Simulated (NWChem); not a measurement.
# AlH2Br; SMILES [AlH2][Br]

Computed with NWChem. All runs use the structure optimised with PBE0/def2-SVP. Vertical excitations in the gas phase.

Estimate the computed values for B3LYP/aug-cc-pVDZ, TDA. Quantities: lowest excitation, singlet (eV); oscillator strength of that lowest state; lowest state with f > 0.02, singlet (eV); lowest triplet (eV); orbital gap (eV).

The lowest excitation, singlet (eV) is 4.91 and the oscillator strength of that lowest state comes out as 0.000. The lowest state with f > 0.02, singlet (eV) is 5.90 and the lowest triplet (eV) is 4.67. The orbital gap (eV) is 5.99.
